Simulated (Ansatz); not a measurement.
Two members of one family (GaF3 adduct), computed with Ansatz in the gas phase. The two geometries come from different levels. Binding counts from free atoms in the multiplicity of their measured ground term, without zero-point energy. A dash marks a value that wasn't run or was left out as unsound. The structures are stationary points that may keep the symmetry of their start. Remarks come from the PBE and PBE0 runs and from stability tests at other levels; not every state was tested. HOMO above LUMO (over both spins in singlets and doublets, within one spin in higher multiplets; at PBE or PBE0), or a gap under 0.15 eV within one spin, warns that the state may not be the lowest or that an electron is smeared out.

First: Ga(NH3)F3 (singlet, charge 0, PBE-D4/def2-SVP geometry).

```xyz
8

Ga    0.959    0.097   -0.439
N    -0.922   -0.093    0.422
H    -1.636    0.336   -0.184
H    -0.942    0.376    1.339
H    -1.154   -1.087    0.554
F     1.782    1.018    0.832
F     0.525    0.969   -1.920
F     1.388   -1.616   -0.604
```

```csv
level,HOMO (eV),LUMO (eV),gap (eV),vertical IE (eV),binding per atom (eV)
PBE-D4/def2-SVP,-7.74,-1.37,6.38,–,3.72
r2SCAN-D4/def2-TZVP,-8.74,-1.18,7.56,12.09,3.63
PBE0-D4/def2-TZVP,-10.33,-0.85,9.48,12.66,3.58
BHLYP-D4/def2-TZVP,-12.31,-0.21,12.10,–,3.45
ωB97M-V/def2-TZVP,-12.90,0.71,13.61,–,3.63
```

Remarks: gap within one spin near zero at PBE or PBE0 (+1 doublet).

Second: Ga(PH3)F3 (singlet, charge 0, PBE0-D4/def2-SVP geometry).

| atom | x (Å) | y (Å) | z (Å) |
| --- | --- | --- | --- |
| Ga1 | -0.8314 | -1.0424 | -0.3356 |
| P2 | 0.6767 | 0.8447 | 0.2725 |
| H3 | 1.7300 | 0.5669 | 1.1743 |
| H4 | 0.0820 | 1.9667 | 0.8947 |
| H5 | 1.3835 | 1.4679 | -0.7803 |
| F6 | -1.3713 | -1.5230 | 1.2615 |
| F7 | 0.3117 | -2.0956 | -1.1432 |
| F8 | -1.9813 | -0.1852 | -1.3439 |

Question: What does the change do? Estimate second minus first.

Answer: 
```
              level  Δ HOMO (eV)  Δ LUMO (eV)  Δ gap (eV)  Δ vertical IE (eV)  Δ binding per atom (eV)
    PBE-D4/def2-SVP        -0.15        -0.07        0.08                   –                    -0.43
r2SCAN-D4/def2-TZVP         0.17        -0.38       -0.54               -0.61                    -0.37
  PBE0-D4/def2-TZVP         0.56        -0.06       -0.62               -0.78                    -0.39
 BHLYP-D4/def2-TZVP         1.12         0.27       -0.85                   –                    -0.34
  ωB97M-V/def2-TZVP         0.89         0.33       -0.56                   –                    -0.38
```
